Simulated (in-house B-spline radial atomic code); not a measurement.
**Ionising Ru⁶⁺ with different functionals**

Computed with a radial B-spline atomic code at the basis-set limit: scalar-relativistic (spin-free X2C) Hamiltonian, Fermi nucleus of rms radius 4.4809 fm, spin-polarised at highest spin, spherical fractional occupations for the functionals, the average over the highest-spin determinants for Hartree-Fock. The ionisation energy is the difference of two self-consistent energies, [Kr] 4d2 → [Kr] 4d1, without Breit or QED terms; ε is the level of the shell that loses the electron (its least bound occupied spin orbital). There is no spin-orbit coupling in this Hamiltonian.

Hybrids are left out here: with spherical fractional occupations of an open shell their exact exchange keeps a self-interaction that integer-occupation calculations don't have.

```
           method          rung  ΔSCF (eV)  -ε(4d) (eV)
     Hartree-Fock  Hartree-Fock      92.35        92.99
         LDA VWN5           LDA      93.74        85.22
         LDA PW92           LDA      93.73        85.21
LDA exchange-only           LDA      92.11        83.65
              PBE           GGA      93.64        85.14
           PBEsol           GGA      93.60        85.10
             BLYP           GGA      93.45        84.93
             RPBE           GGA      93.62        85.12
             PW91           GGA      93.72        85.22
             BP86           GGA      93.66        85.16
             AM05           GGA      93.59        85.08
             OLYP           GGA      94.03        85.50
             TPSS      meta-GGA      93.51        85.04
             SCAN      meta-GGA      93.43        85.08
           r2SCAN      meta-GGA      93.46        85.11
          revTPSS      meta-GGA      93.45        84.98
```

Problem. How do they compare with the NIST value?

Solution. NIST lists 93 eV ± 2 (tabulated theory, ground level to ground level). Errors run from -0.89 to +1.03 eV; all lie within about twice that uncertainty, so the table can't rank the methods. Hartree-Fock also lacks correlation.
